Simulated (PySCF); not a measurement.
Ligands exchanged one at a time, Si Br-H. All species are isolated molecules in the gas phase. Strings in code marks are SMILES.

Level of theory: PySCF 2.14.0 with r2SCAN-D4/def2-TZVP. All candidates: neutral, multiplicity 1. Delta-SCF ions had no search for a lower state. 

The LUMO is -2.32 eV and the dipole moment is 0.00 D. The vertical ionisation energy (Delta-SCF) is 10.20 eV.

### Question
Say which member has these values.
A. `Br[Si](Br)(Br)Br`
B. `Br[SiH](Br)Br`
C. `Br[SiH2]Br`
D. `[SiH3]Br`

### Answer
A, `Br[Si](Br)(Br)Br`. The others give `[SiH3]Br`: -0.84 eV, 1.26 D, 10.81 eV; `Br[SiH](Br)Br`: -1.71 eV, 0.62 D, 10.29 eV; `Br[SiH2]Br`: -1.21 eV, 1.04 D, 10.45 eV
